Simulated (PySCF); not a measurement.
PySCF input file for MgF2, SMILES [F][Mg][F], TDA-PBE0/def2-TZVPD. Geometry optimised at ωB97X-D3(BJ)/def2-TZVP. The isomer is the one that the SMILES or the coordinates give; other isomers of the formula were not compared.

```python
import numpy as np
from pyscf import gto, scf, dft, tdscf

mol = gto.M(
    atom='''
    Mg    0.00000000    0.00000000    0.00000000
    F     0.00000000    0.00000000   -1.75322397
    F     0.00000000    0.00000000    1.75322397
    ''',
    basis='def2-TZVPD',
    charge=0,
    spin=0,
    symmetry=True,
    symmetry_subgroup='D2h',
    max_memory=1600,
    verbose=4,
)
mf = dft.RKS(mol, xc='pbe0').density_fit(auxbasis='def2-universal-jkfit')
mf.grids.level = 3
mf.conv_tol = 1e-9
mf.max_cycle = 100
mf.kernel()
mf.grids = dft.Grids(mol).set(level=1).build(with_non0tab=True)  # coarser grid for the response kernel
td = tdscf.TDA(mf)
td.singlet = True
td.nstates = 10
td.conv_tol = 1e-4
td.positive_eig_threshold = 1e-6
td.kernel(x0=td.get_init_guess(mf, 15))
td.analyze()
tt = tdscf.TDA(mf)
tt.singlet = False
tt.nstates = 4
tt.conv_tol = 1e-4
tt.positive_eig_threshold = 1e-6
tt.kernel(x0=tt.get_init_guess(mf, 9))
tt.analyze(verbose=3)
```

Output:

```
PySCF version 2.14.0

[INPUT] verbose = 4
[INPUT] num. atoms = 3
[INPUT] num. electrons = 30
[INPUT] charge = 0
[INPUT] spin (= nelec alpha-beta = 2S) = 0
[INPUT] symmetry True subgroup D2h
[INPUT] Mole.unit = angstrom
[INPUT] Symbol           X                Y                Z      unit          X                Y                Z       unit  Magmom
[INPUT]  1 Mg     0.000000000000   0.000000000000   0.000000000000 AA    0.000000000000   0.000000000000   0.000000000000 Bohr   0.0
[INPUT]  2 F      0.000000000000   0.000000000000  -1.753223970000 AA    0.000000000000   0.000000000000  -3.313113138323 Bohr   0.0
[INPUT]  3 F      0.000000000000   0.000000000000   1.753223970000 AA    0.000000000000   0.000000000000   3.313113138323 Bohr   0.0

nuclear repulsion = 77.4196320171119
point group symmetry = Dooh, use subgroup D2h
symmetry origin: [0. 0. 0.]
symmetry axis x: [1. 0. 0.]
symmetry axis y: [0. 1. 0.]
symmetry axis z: [0. 0. 1.]
num. orbitals of irrep Ag = 29
num. orbitals of irrep B1g = 7
num. orbitals of irrep B2g = 12
num. orbitals of irrep B3g = 12
num. orbitals of irrep Au = 4
num. orbitals of irrep B1u = 23
num. orbitals of irrep B2u = 14
num. orbitals of irrep B3u = 14
number of shells = 41
number of NR pGTOs = 166
number of NR cGTOs = 115
basis = def2-TZVPD
ecp = {}


[settings echo left out]
init E= -399.510456163401
HOMO (B2g) = -0.53182848457559  LUMO (Ag) = -0.126256786711224  gap/eV = 11.03617
cycle= 1 E= -399.519936131338  delta_E= -0.00948  |g|=    1  |ddm|= 1.47
HOMO (B2g) = -0.193111881315406  LUMO (Ag) = -0.0453008229248724  gap/eV = 4.02214
cycle= 2 E= -398.984286631812  delta_E= 0.536  |g|=  2.1  |ddm|= 1.55
HOMO (B2g) = -0.383370949445411  LUMO (Ag) = -0.0691384150686432  gap/eV = 8.55070
cycle= 3 E= -399.691406116681  delta_E= -0.707  |g|= 0.0274  |ddm|= 1.05
HOMO (B3g) = -0.375639978414076  LUMO (Ag) = -0.065122345474613  gap/eV = 8.44962
cycle= 4 E= -399.691553353951  delta_E= -0.000147  |g|= 0.0143  |ddm|= 0.0298
HOMO (B3g) = -0.377292426073245  LUMO (Ag) = -0.0652837559337414  gap/eV = 8.49019
cycle= 5 E= -399.691579567925  delta_E= -2.62e-05  |g|= 0.0033  |ddm|= 0.00589
HOMO (B3g) = -0.377668812204833  LUMO (Ag) = -0.0652121267041608  gap/eV = 8.50238
cycle= 6 E= -399.69158109236  delta_E= -1.52e-06  |g|= 0.000104  |ddm|= 0.00242
HOMO (B3g) = -0.3776604053923  LUMO (Ag) = -0.0652105382485075  gap/eV = 8.50219
cycle= 7 E= -399.691581094593  delta_E= -2.23e-09  |g|= 2.74e-05  |ddm|= 0.00012
HOMO (B2g) = -0.37765869103185  LUMO (Ag) = -0.0652122249451708  gap/eV = 8.50210
cycle= 8 E= -399.691581094742  delta_E= -1.48e-10  |g|= 5.33e-06  |ddm|= 1.61e-05
HOMO (B3g) = -0.377657035680012  LUMO (Ag) = -0.0652119714368169  gap/eV = 8.50206
Extra cycle  E= -399.691581094741  delta_E= 1.08e-12  |g|= 7.18e-06  |ddm|= 4.85e-06
converged SCF energy = -399.691581094741
tot grids = 16832
Overwritten attributes  positive_eig_threshold  of <class 'pyscf.tdscf.rks.TDA'>


******** <class 'pyscf.tdscf.rks.TDA'> for <class 'pyscf.df.df_jk.DFSymAdaptedRKS'> ********
nstates = 10 singlet
deg_eia_thresh = 1.000e-03
wfnsym = None
conv_tol = 0.0001
eigh lindep = 1e-12
eigh level_shift = 0
eigh max_cycle = 100


Excitation energies (eV)
[6.90831619 6.90831619 7.04913095 7.04913095 7.6595727  8.15468614
 9.00766612 9.01101301 9.01108725 9.05855626]

** Singlet excitation energies and oscillator strengths **
Excited State   1:  B3g      6.90832 eV    179.47 nm  f=0.0000
      15 -> 16       -0.70333
Excited State   2:  B2g      6.90832 eV    179.47 nm  f=0.0000
      14 -> 16       -0.70333
Excited State   3:  B3u      7.04913 eV    175.89 nm  f=0.0789
      13 -> 16       -0.70404
Excited State   4:  B2u      7.04913 eV    175.89 nm  f=0.0789
      12 -> 16       -0.70404
Excited State   5:  B1u      7.65957 eV    161.87 nm  f=0.1063
      11 -> 16        0.68244
      14 -> 18       -0.11148
      15 -> 17       -0.11148
Excited State   6:   Ag      8.15469 eV    152.04 nm  f=0.0000
      10 -> 16        0.67921
      12 -> 17       -0.12066
      13 -> 18       -0.12066
Excited State   7:   Au      9.00767 eV    137.64 nm  f=0.0000
      14 -> 17       -0.49082
      15 -> 18        0.49082
Excited State   8:  B1u      9.01101 eV    137.59 nm  f=0.0000
      14 -> 18       -0.49135
      15 -> 17        0.49135
Excited State   9:   Au      9.01109 eV    137.59 nm  f=0.0000
      14 -> 17        0.49133
      15 -> 18        0.49133
Excited State  10:   Ag      9.05856 eV    136.87 nm  f=0.0000
      12 -> 17        0.49171
      13 -> 18       -0.49171

** Transition electric dipole moments (AU) **
state          X           Y           Z        Dip. S.      Osc.
  1        -0.0000     -0.0000      0.0000      0.0000      0.0000
  2         0.0000     -0.0000      0.0000      0.0000      0.0000
  3        -0.6761     -0.0000     -0.0000      0.4571      0.0789
  4        -0.0000     -0.6761     -0.0000      0.4571      0.0789
  5         0.0000     -0.0000      0.7525      0.5662      0.1063
  6        -0.0000      0.0000     -0.0000      0.0000      0.0000
  7         0.0000     -0.0000      0.0000      0.0000      0.0000
  8        -0.0000      0.0000      0.0000      0.0000      0.0000
  9         0.0000      0.0000      0.0000      0.0000      0.0000
 10         0.0000     -0.0000      0.0000      0.0000      0.0000

** Transition velocity dipole moments (imaginary part, AU) **
state          X           Y           Z        Dip. S.      Osc.
  1         0.0000      0.0000      0.0000      0.0000      0.0000
  2         0.0000     -0.0000      0.0000      0.0000      0.0000
  3        -0.1433     -0.0000     -0.0000      0.0205      0.0529
  4        -0.0000     -0.1433     -0.0000      0.0205      0.0529
  5         0.0000      0.0000      0.1953      0.0382      0.0904
  6        -0.0000      0.0000     -0.0000      0.0000      0.0000
  7         0.0000     -0.0000      0.0000      0.0000      0.0000
  8        -0.0000      0.0000      0.0000      0.0000      0.0000
  9         0.0000      0.0000      0.0000      0.0000      0.0000
 10         0.0000     -0.0000      0.0000      0.0000      0.0000

** Transition magnetic dipole moments (imaginary part, AU) **
state          X           Y           Z
  1         0.5929     -0.0000     -0.0000
  2        -0.0000     -0.5929      0.0000
  3         0.0000      0.0000     -0.0000
  4        -0.0000     -0.0000      0.0000
  5        -0.0000     -0.0000      0.0000
  6         0.0000      0.0000      0.0000
  7        -0.0000      0.0000      0.0000
  8        -0.0000     -0.0000      0.0000
  9        -0.0000     -0.0000     -0.0000
 10        -0.0000      0.0000      0.0000


******** <class 'pyscf.tdscf.rks.TDA'> for <class 'pyscf.df.df_jk.DFSymAdaptedRKS'> ********
nstates = 4 triplet
deg_eia_thresh = 1.000e-03
wfnsym = None
conv_tol = 0.0001
eigh lindep = 1e-12
eigh level_shift = 0
eigh max_cycle = 100


Excitation energies (eV)
[6.70023715 6.70023716 6.74549666 6.74549666]

** Triplet excitation energies and oscillator strengths **
Excited State   1:  B3g      6.70024 eV    185.04 nm  f=0.0000
Excited State   2:  B2g      6.70024 eV    185.04 nm  f=0.0000
Excited State   3:  B2u      6.74550 eV    183.80 nm  f=0.0000
Excited State   4:  B3u      6.74550 eV    183.80 nm  f=0.0000
```

The calculation finished and met its thresholds.
